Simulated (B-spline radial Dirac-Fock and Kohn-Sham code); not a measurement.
ΔSCF core binding energies without Breit or QED terms, calculated with a radial atomic solver.

A sound run for the Tm²⁺ ion, configuration 1s2 2s2 2p6 3s2 3p6 3d10 4s2 4p6 4d10 4f13 5s2 5p6: The ground state converged in 10 iterations, with total energy -13573.69457 Ha, virial ratio 1.90348 and highest orbital energy -27.17 eV. ΔSCF binding energies: K (1s) 59678.6 eV, L3 (2p3/2) 8684.9 eV, M5 (3d5/2) 1485.5 eV.

A second run, with one unsound setting: The ground state converged in 10 iterations, with total energy -13567.07639 Ha, virial ratio 1.90104 and highest orbital energy 6.36 eV. ΔSCF binding energies: K (1s) 59640.3 eV, L3 (2p3/2) 8648.2 eV, M5 (3d5/2) 1450.3 eV.

```
iter   energy (Ha)        error
   1   -13565.87493204  2.17e+00
   2   -13566.60528089  1.57e-01
   3   -13567.06972397  3.37e-02
   4   -13567.07595864  9.58e-03
   5   -13567.07634073  1.69e-03
   6   -13567.07635964  1.27e-03
   7   -13567.07638795  2.94e-04
   8   -13567.07638927  2.12e-05
   9   -13567.07638927  1.68e-06
  10   -13567.07638927  8.07e-08
```

**Question.** Which fault fits the second run best?
A. too few iterations
B. functional not served
C. damping too heavy
D. box too small

**Answer.** D. The input had rmax = 2.0: rmax squeezes the outer orbitals.
